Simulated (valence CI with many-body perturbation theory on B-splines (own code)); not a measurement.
Ru21+ in brief

Level of theory: relativistic CI+MBPT: five valence electrons over a frozen Dirac-Fock core [Ar], radial functions for each j: 7 s, 7 p, 8 d, 6 f, 4 g, 1 h, with the one-electron correlation potential Σ1 (screened to all orders), the two-electron term Σ2, the three-electron term Σ3, Breit, model QED; selected single and double excitations, second order for the rest, scaled by the run's own slope (own B-spline code, finite nucleus).

No measured levels were compared; by estimate terms of the open shell hold to 2 to 4 % of their energy, and close levels can change places. Only levels of the ground parity were solved; by the run's estimate the other parity begins above the list, which can be wrong where configurations are misplaced.

Names give the largest LS component (configuration and term), which can be under half, so a name can repeat, a term be missing and a line seem to break the LS rules; names also repeat where a configuration has a term twice.

Rates and lifetimes use the calculated energies. Strong lines usually hold to 10 to 20 %, long lifetimes can be off by a factor of two.

(1) What is the ground level?

(2) How well does LS coupling describe the low levels?

(3) What is the ionisation energy?

Results:

(1) 3d5 6S_5/2, composition 90 % 3d5 6S + 9 % 3d5 4P, g = 1.956.

(2) Among the lowest 20 levels the leading LS term, summed over configurations, holds 62 % on average. For single configurations the figures are 62 % in LS and 66 % in jj coupling. Terms mix most in the J = 5/2 level at 171580 cm⁻¹, where the leading one holds 28 %.

(3) 980.73 eV; NIST lists 981 ± 4 eV (theoretical).
